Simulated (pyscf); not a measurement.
Optimised with ωB97X-D3(BJ)/def2-SVP in PySCF. MP2 and CC: frozen core, UHF for open shells. ΔMP2 is the change of the MP2 total energy from the triple- to the quadruple-zeta basis.

### Question
Estimate by transition-state theory (the high-pressure limit) the rate constant of H₃C–C⁺=CH–CH₃ (SMILES C[C+]=CC) -> H₂C⁺–CH=CH–CH₃ (SMILES [CH2+]C=CC) (singlet surface; C–H broken, C–H formed) at 900 K, with CCSD(T)/def2-TZVPP + ΔMP2(QZVPP) energies (ideal gas, 1 atm, RRHO with modes under 100 cm⁻¹ raised to 100, one conformer, R ln 2 for chiral ones without a mode under 150 cm⁻¹; no tunnelling).

### Answer
The electronic barrier is 18.1 kcal/mol and the thermal terms add +2.4, so ΔG‡ = 20.5 kcal/mol. With k_BT/h = 1.88e+13 s⁻¹ and RT = 1.788 kcal/mol, k = 2.0e+08 s⁻¹, a half-life of 3.5e-09 s through this channel alone. Wigner's tunnelling factor for 897i cm⁻¹ would be 1.09. A shift of 1 kcal/mol in the barrier changes k by a factor 1.7. On the product side the descent ends in a point that may be a rotor saddle (no frequency run), 3.0 kcal/mol over the lowest minimum found and 34.6 kcal/mol under the saddle at ωB97X-D3(BJ)/def2-TZVP. One saddle was located; it need not be the lowest between these sides. The CCSD(T) − MP2 part came from Ansatz, without density fitting, on the same reference.
